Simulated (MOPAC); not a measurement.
MOPAC input (PM3):

```
PM3 PRECISE GNORM=0.05 LET XYZ GEO-OK AUX(PRECISION=9) THREADS=1
C2H2F2

F     1.62366900 1   -0.70877100 1    0.00655200 1
C     0.62960400 1    0.19732900 1   -0.01250100 1
C    -0.62960400 1   -0.19732900 1    0.01250100 1
F    -1.62366900 1    0.70877100 1   -0.00655200 1
H     0.96175400 1    1.22502700 1   -0.04851800 1
H    -0.96175400 1   -1.22502700 1    0.04851800 1
```

From the output:

```
                                                       MOPAC v23.2.5 Linux

          FINAL HEAT OF FORMATION =        -71.55537 KCAL/MOL =    -299.38765 KJ/MOL

          COSMO AREA              =         87.55 SQUARE ANGSTROMS
          COSMO VOLUME            =         69.24 CUBIC ANGSTROMS

          GRADIENT NORM           =          0.00841          =       0.00343 PER ATOM
          IONIZATION POTENTIAL    =         10.544948 EV
          HOMO LUMO ENERGIES (EV) =        -10.545  0.209
          NO. OF FILLED LEVELS    =         12
          MOLECULAR WEIGHT        =         64.0346         POINT GROUP:  C2h

          MOLECULAR DIMENSIONS (Angstroms)

            Atom       Atom       Distance
            F     4    F     1     3.54884
            H     6    H     5     3.05505
            C     2    C     3     0.00000

          SCF CALCULATIONS        =         14

   ATOM   CHEMICAL          X               Y               Z
  NUMBER   SYMBOL      (ANGSTROMS)     (ANGSTROMS)     (ANGSTROMS)

     1       F          1.62833877  *  -0.70501234  *   0.00638613  *
     2       C          0.64425398  *   0.19727464  *  -0.01264375  *
     3       C         -0.64425475  *  -0.19727527  *   0.01264378  *
     4       F         -1.62833812  *   0.70501271  *  -0.00638615  *
     5       H          1.00517098  *   1.22843376  *  -0.04905526  *
     6       H         -1.00517116  *  -1.22843320  *   0.04905524  *

                             CARTESIAN COORDINATES

   1    F        1.628338772    -0.705012337     0.006386128
   2    C        0.644253978     0.197274636    -0.012643750
   3    C       -0.644254748    -0.197275273     0.012643778
   4    F       -1.628338117     0.705012714    -0.006386147
   5    H        1.005170979     1.228433760    -0.049055258
   6    H       -1.005171165    -1.228433197     0.049055242

           Empirical Formula: C2 H2 F2  =     6 atoms

      MOLECULAR POINT GROUP   :   C2h

                  EIGENVALUES
 -34.12047 -26.85066 -21.67738 -20.51503 -18.72608 -18.62408 -17.94216 -17.24756
 -17.10450 -15.59295 -13.71081 -10.54495   0.20851   1.75820   2.80944   3.01232
   4.55372   4.73639

              NET ATOMIC CHARGES AND DIPOLE CONTRIBUTIONS

  ATOM NO.   TYPE          CHARGE      No. of ELECS.   s-Pop       p-Pop
    1          F          -0.088968        7.0890     1.75843     5.33054
    2          C          -0.041971        4.0420     1.18374     2.85823
    3          C          -0.041971        4.0420     1.18374     2.85823
    4          F          -0.088967        7.0890     1.75843     5.33054
    5          H           0.130939        0.8691     0.86906
    6          H           0.130939        0.8691     0.86906
 DIPOLE           X         Y         Z       TOTAL
 POINT-CHG.    -0.000     0.000    -0.000     0.000
 HYBRID        -0.000    -0.000     0.000     0.000
 SUM           -0.000     0.000     0.000     0.000

          ATOMIC ORBITAL ELECTRON POPULATIONS

     Atom    s        px        py        pz
    1  F   1.75843   1.64927   1.72482   1.95644
    2  C   1.18374   0.87928   0.93556   1.04340
    3  C   1.18374   0.87928   0.93556   1.04340
    4  F   1.75843   1.64927   1.72482   1.95644
    5  H   0.86906
    6  H   0.86906

 **********************
 *                    *
 * JOB ENDED NORMALLY *
 *                    *
 **********************

 == MOPAC DONE ==
```

The geometry given is a B3LYP-D3(BJ)/def2-TZVP minimum.
